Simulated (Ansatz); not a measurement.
`F[SiH]1CN1` + H₂O → `O[SiH]1CN1` + H–F at 298.15 K and 1 bar (formal hydrolysis of the Si–F bond).

Program: Ansatz. Geometries: PBE0-D4/def2-TZVP. ΔE: electronic, gas phase. CCSD(T)/CBS is the MP2 limit (def2-TZVPP, def2-QZVPP) plus CCSD(T) − MP2 in def2-TZVPP, frozen cores. This one scheme is used for every species. Each species was taken in one conformer, which may not be the lowest.

| species | CCSD(T)/CBS energy (Eh) | H − E (kJ/mol) | S (J/(mol·K)) |
| --- | --- | --- | --- |
| `F[SiH]1CN1` | -484.06067 | 156.2 | 291.4 |
| H₂O | -76.37941 | 66.4 | 188.7 |
| `O[SiH]1CN1` | -460.03264 | 187.7 | 296.5 |
| H–F | -100.39570 | 33.5 | 173.6 |

H − E and S are ideal-gas, rigid-rotor, harmonic terms from PBE0-D4/def2-TZVP, for one conformer and one mirror image of each species. 1 Eh = 2625.50 kJ/mol, R = 8.31446 J/(mol·K).

Task: By hand: ΔE, ΔH, ΔS and ΔG.

Result: ΔE = (-460.03264) + (-100.39570) − (-484.06067) − (-76.37941) = 0.01174 Eh = 30.8 kJ/mol. Δ(H − E) = 187.7 + 33.5 − 156.2 − 66.4 = -1.4, so ΔH = 29.4 kJ/mol. ΔS = 296.5 + 173.6 − 291.4 − 188.7 = -10.0 J/(mol·K). ΔG = 29.4 − 298.15 × (-10.0)/1000 = 32.4 kJ/mol.

Task: By hand: the equilibrium constant, and the temperature at which ΔG would vanish if ΔH and ΔS stayed fixed.

Result: log₁₀ K = −ΔG/(RT ln 10) = -5.7. ΔH and −TΔS have one sign here, so there is no such temperature.

The number of gas molecules stays the same, so ΔS is small and ΔH decides. A doubt of 5 kJ/mol in ΔE shifts log₁₀ K by 0.9 here. Other conformers and mirror images would add mixing entropy, several J/(mol·K) or more a flexible species. These are equilibria of isolated gas molecules and say nothing of rates. Largest T1 diagnostic: 0.012 (customary marks: 0.02 for closed shells, 0.045 for open ones).

ΔS is within the doubt of such terms, so its sign, and with it that verdict, could turn.
